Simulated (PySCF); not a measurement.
Run record: geometry optimisation, `[Cl][GeH2][NH][GeH3]`.

Computed with PBE0-D3(BJ)/def2-SVP geometry optimisation, gas phase (PySCF 2.14.0). Start geometry: GFN2-xTB. The input is one job of a driver script: a line of settings, then coordinates in Å.

Command:
```bash
OMP_NUM_THREADS=1 python probes_run.py task.json out
```

Input:
```
{"job": {"xc": "PBE0", "basis": "def2-SVP", "d3": "d3bj", "grid": 1, "shake": 0.01, "kind": "geom"}, "charge": 0, "multiplicity": 1}
Cl     2.196880    -0.551000     1.842010
Ge     1.579660    -0.192500    -0.148290
N     -0.015870     0.696640    -0.234680
Ge    -1.598100    -0.056940     0.005700
H      2.619790     0.669980    -0.829440
H      1.384140    -1.503080    -0.837060
H      0.062730     1.674490     0.022790
H     -1.635300    -1.270620    -0.860190
H     -1.910200    -0.443460     1.452960
H     -2.633290     0.955570    -0.434840
```

Output:
```
step   0  E = -4671.16794205  max force = 0.038818
step   1  E = -4671.17318123  max force = 0.017435
step   2  E = -4671.17415261  max force = 0.005828
step   3  E = -4671.17432279  max force = 0.002350
step   4  E = -4671.17442336  max force = 0.001527
step   5  E = -4671.17448379  max force = 0.001730
step   6  E = -4671.17453364  max force = 0.001605
step   7  E = -4671.17457397  max force = 0.000588
step   8  E = -4671.17460075  max force = 0.000681
step   9  E = -4671.17461374  max force = 0.001293
step  10  E = -4671.17461749  max force = 0.001400
step  11  E = -4671.17461676  max force = 0.000756
step  12  E = -4671.17461360  max force = 0.000222
step  13  E = -4671.17461335  max force = 0.000166
optimisation converged
```

Energies in Eh; «max force» is the largest Cartesian gradient component in Eh/bohr.

Task: How much energy does the optimisation release, in kJ/mol?

Result: E(step 0) − E(last step) = 0.006671 Eh, which is 17.5 kJ/mol.

Task: Give the first gradient maximum in eV/Å.

Result: With 1 Eh/bohr = 51.422 eV/Å, 1.996 eV/Å.

Main results: final energy -4671.17461 Eh after 13 steps; dipole 2.05 D.

Task: Give the final coordinates.

Result: 0.251 Å rms from the input after alignment:
```
atom  x, y, z in Å
Cl1    2.6324   -0.4800    1.6300
Ge2    1.9049    0.2222   -0.3021
N3     0.2967    1.0418   -0.1270
Ge4   -1.2720    0.1661    0.2994
H5     2.9393    1.2304   -0.8170
H6     1.7293   -1.0290   -1.1682
H7     0.3525    2.0029    0.2012
H8    -1.1494   -1.2320   -0.3276
H9    -1.4819    0.0482    1.8228
H10   -2.4437    0.9490   -0.3202
```

The run took 2.2 min on one thread, Arm Neoverse V1 (aarch64), shared host with 32 logical CPUs at a one-minute load of 33, and the process peaked at 0.52 GiB of memory.
Labels such as C1 count atoms from 1, the log's own numbers from 0.
